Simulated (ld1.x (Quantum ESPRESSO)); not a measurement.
# Te, TM: configuration errors across variants

| Quantity | Value |
| --- | --- |
| Element | tellurium (Te) |
| Generator | ld1.x (Quantum ESPRESSO) 7.5 |
| Type | norm-conserving Troullier–Martins (Kleinman–Bylander form) |
| Functional | PBE |
| Relativity | non-relativistic |
| Frozen core | [Kr] |
| Valence charge | 16 |
| Reference configuration | 4d10 5s2 5p2 (charge +2) |
| Partial waves | 5s (bound): rc 1.55 bohr; 5p (bound): rc 2.15 bohr; 4d (bound): rc 1.20 bohr |
| Local potential | the d channel |
| Core correction | none |

All-electron excitation energies from the reference (eV): (1) 4d10 5s2 5p4 -27.683; (2) 4d10 5s2 5p3 -17.908; (3) 4d10 5s2 5p1 26.798; (4) 4d10 5s2 5p3.5 -23.757; (5) 4d10 5s1 5p5 -19.672; (6) 4d9 5s2 5p5 12.683; (7) 4d10 5s0 5p6 -11.524.

A true bound ghost makes a file unfit for plane-wave use even where its test errors are small: the radial tests pick states by their node count and pass the ghost by.

Errors AE − PS in meV (a dash: test not solved or not reliable):

```csv
change,(1),(2),(3),(4),(5),(6),(7),bound ghosts
base,+12,+4.3,+8.9,+8.0,+0.3,-478,-14,"s, p"
"all radii scaled by about 0.76 (s 1.18, p 1.62, d 0.90 bohr)",+4.4,+1.8,+4.9,+3.1,+107,-321,+489,"s, p"
"all radii scaled by about 0.85 (s 1.32, p 1.84, d 1.02 bohr)",+8.2,+2.9,+5.5,+5.5,+33,-457,+41,"s, p"
"all radii scaled by about 0.91 (s 1.42, p 1.96, d 1.10 bohr)",+9.1,+3.4,+7.0,+6.3,-12,-479,-55,"s, p"
"all radii scaled by about 1.08 (s 1.68, p 2.32, d 1.30 bohr)",+11,+4.0,+8.3,+7.4,+2.7,-463,-5.1,"s, p"
"all radii scaled by about 1.16 (s 1.80, p 2.50, d 1.40 bohr)",+8.2,+2.9,+6.0,+5.6,+2.7,-430,+1.8,"s, p"
"all radii scaled by about 1.23 (s 1.90, p 2.64, d 1.48 bohr)",+5.1,+1.7,+3.3,+3.3,+0.7,-398,+4.3,"s, p"
"all radii scaled by about 1.32 (s 2.04, p 2.84, d 1.58 bohr)",-1.0,-0.8,-2.2,-1.1,-5.4,-344,+3.0,"s, p"
```

Problem. Give the same row for: all radii scaled by about 1.40 (s 2.18, p 3.02, d 1.68 bohr).

Solution. -9.0, -3.8, -7.6, -6.6, -14, -293, -3.6; bound ghosts: s, p.
